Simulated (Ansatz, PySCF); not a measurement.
Gas-phase reaction in SMILES: CB([O-])O -> [CH2-]B(O)O
Structures are relaxed separately at B3LYP-D3(BJ)/def2-TZVP in Ansatz (a quantum-chemistry and plane-wave program), one conformer each, not searched for the lowest.

Wanted: isomerisation energy (0 K, with B3LYP-D3(BJ) harmonic zero-point energies from PySCF), in eV. Cores are frozen in the correlated levels unless marked. Spin-orbit coupling is left out. Non-relativistic. Anions need diffuse functions: aug- sets have them; def2-D sets add few; the other sets have none. CBS marks a two-point X^-3 extrapolation of the correlation energy; Hartree-Fock from the larger set.

```tsv
level	program	isomerisation energy (eV)
BLYP/def2-TZVPD	Ansatz	1.20
PBE0-D3(BJ)/def2-TZVP	Ansatz + dftd3	1.13
B2GP-PLYP-D4/def2-TZVPD	Ansatz + dftd4	1.14
MP2/aug-cc-pVDZ	Ansatz	1.09
RI-MP2/aug-cc-pVQZ	Ansatz	1.07
SCS-MP2/cc-pwCVTZ	Ansatz	1.22
SCS-MP2/aug-cc-pVQZ	Ansatz	1.09
```

Problem. Estimate the value at CCSD(T)/CBS(aug-cc-pVTZ,aug-cc-pVQZ) as computed with Ansatz.

Solution. 1.05 eV
